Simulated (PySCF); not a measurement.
Core-level binding energies of `C[Se+](C)C`

Species: C3H9Se (charge +1).
Atom-mapped SMILES: `[CH3:1][Se+:2]([CH3:3])[CH3:4]`

Geometry (PBE0-D3(BJ)/def2-SVP, Å), atoms numbered from 1 in this order:
```
atom  x, y, z in Å
C1    -0.375    1.641    0.355
Se2   -0.165   -0.170    0.989
C3     1.596   -0.556    0.301
C4    -1.240   -1.102   -0.314
H5    -0.126    1.695   -0.712
H6     0.293    2.277    0.952
H7    -1.419    1.931    0.535
H8     1.632   -0.344   -0.776
H9     1.803   -1.616    0.504
H10    2.308    0.072    0.853
H11   -0.959   -0.784   -1.327
H12   -1.067   -2.177   -0.173
H13   -2.291   -0.865   -0.101
```

Computed with delta-SCF UKS SCAN, pcX-2 on the ionised atom, pcseg-1 elsewhere, spin-free X2C in PySCF. Each binding energy is the total energy of the core-ionised species, with the hole localised on one atom, minus that of the ground state; both are solved self-consistently, so orbital relaxation is included.

Problem. List the computed XPS lines with their assignment.

Solution. 
| atom(s) | environment | level | binding energy (eV) | count |
| --- | --- | --- | --- | --- |
| C1/C3/C4 | sp3 carbon bound to selenium | C 1s | 296.51 | 3 |

Problem. Which photon energy gives electrons from C 1s of C1/C3/C4 a kinetic energy of 100 eV, and what is their de Broglie wavelength?

Solution. hν = 296.51 + 100 = 396.51 eV, recoil neglected; λ = 12.264 Å/√(E/eV) = 1.23 Å.

Problem. Which photon wavelength matches the C 1s of C1/C3/C4 threshold?

Solution. λ = hc/E = 12398.42 eV Å / 296.51 eV = 41.815 Å.

The first atom of each set that the bonding makes equivalent was ionised and stands for the set. No level of selenium is listed. The species carries charge +1, so core ionisation leaves charge +2. Isolated species at its PBE0-D3(BJ)/def2-SVP geometry, gas phase.
